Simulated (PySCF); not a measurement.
Compound: hexachloroethane, C2Cl6.
SMILES: `ClC(C(Cl)(Cl)Cl)(Cl)Cl`

Method: PySCF 2.14.0, PBE0-D3(BJ)/def2-SVP geometry optimisation, gas phase.

Masses are those of the commonest isotopes; rigid-rotor values at the optimised geometry. 

Question: Give the principal moments of inertia and the rotational constants in MHz.

Answer: Ia = 583.40, Ib = 702.70, Ic = 702.71 u·Å²; 505379 MHz·u·Å²/I gives A = 866.3, B = 719.2, C = 719.2 MHz.

Question: What kind of rotor is it?

Answer: A prolate symmetric top, as the point group D3d requires two equal moments: κ = (2 × 719.2 − 866.3 − 719.2)/(866.3 − 719.2) = -1.00.

The point group D3d allows no dipole (computed: 0.00 D), so a rigid rotor has no electric-dipole lines.

Question: Estimate the classical rotational partition function at 25 K, 100 K and 200 K.

Answer: Point group D3d, symmetry number σ = 6; q = (√π/σ)·√((kT/h)³/(ABC)), k/h = 20836.6 MHz/K: 5250 at 25 K, 42000 at 100 K, 119000 at 200 K.

PBE0-D3(BJ)/def2-SVP frequencies: not computed here. Zero-point vibration and centrifugal distortion are left out.

Shape of the structure used: `[Cl:1][C:2]([Cl:3])([Cl:4])[C:5]([Cl:6])([Cl:7])[Cl:8]`: Cl1–C2–C5–Cl6 180°.
